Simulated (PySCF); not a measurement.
## Assigning NMR signals

Bonds (- single, = double, # triple, : aromatic): C1-C2, C2-Cl3, C2-C4, C4=C5, C5-O6, O6-Si7, C4-C8, C8-Cl9, C8-Cl10. C1 carries H11, H12, H13; C2 carries H14; C5 carries H15; Si7 carries H16, H17, H18; C8 carries H19. Stereochemistry as in C[C@H](Cl)/C(=C\O[SiH3])C(Cl)Cl.

- shieldings: GIAO PBE0/pcSseg-1
- coordinates at the GFN2-xTB level
- program: PySCF
- one computed conformer, relativity neglected, isolated molecule, equivalent nuclei averaged

Chemical shifts δ = σref − σ; 13C, 1H against TMS, all at this level.

(1) Assign these signals to the numbered atoms. 13C{1H} NMR (computed): δ 153.9 (CH), 136.1 (C), 80.3 (CH), 57.3 (CH), 27.9 (CH3).

(2) Assign these signals to the numbered atoms. 1H NMR (400 MHz, computed): δ 7.35 (s, 1H), 6.66 (s, 1H), 5.47 (q, 1H), 5.10 (s, 3H), 1.58 (d, 3H).

## Answers

(1) 
| δ (ppm) | atoms | environment | reason |
| --- | --- | --- | --- |
| 153.9 | C5 | alkene carbon bearing oxygen | an sp2 carbon further deshielded by the attached heteroatom |
| 136.1 | C4 | β carbon of an enol-ether or enamine type C=C | – |
| 80.3 | C8 | allylic sp3 CH bonded to 2 Cl | 2 electronegative neighbours deshield it |
| 57.3 | C2 | allylic sp3 CH bonded to Cl | deshielded by the electronegative neighbour |
| 27.9 | C1 | methyl carbon | aliphatic region, no heteroatom directly attached |

(2) 
| δ (ppm) | atoms | environment | reason |
| --- | --- | --- | --- |
| 7.35 | H15 | hydrogen on an alkene carbon bearing oxygen | olefinic region |
| 6.66 | H19 | hydrogen on an allylic sp3 CH bonded to 2 Cl | its carbon carries Cl, hence the downfield position |
| 5.47 | H14 | hydrogen on an allylic sp3 CH bonded to Cl | its carbon carries Cl, hence the downfield position |
| 5.10 | H16/H17/H18 | hydrogen on a silicon bonded to O | – |
| 1.58 | H11/H12/H13 | hydrogen on a methyl carbon | – |

Carbons that carry Cl, above all several Cl atoms, come out too deshielded, partly because spin–orbit coupling is missing. Shifts are as computed. Against solution values, carbons near 30 ppm lie about +3 ppm off and those near 130 ppm about +5 ppm; carbons on Cl a further +6 ppm. Of 1211 compounds with measured shifts, 218 miss one by over three times the rms of a fit or turn the order of signals round; such compounds aren't used in these exercises. No couplings were computed; multiplicities are counted from neighbouring protons, with m where these are inequivalent, close in shift, in a saturated or five-membered ring or joined by F or P, and br s for small geminal =CH2 splittings.
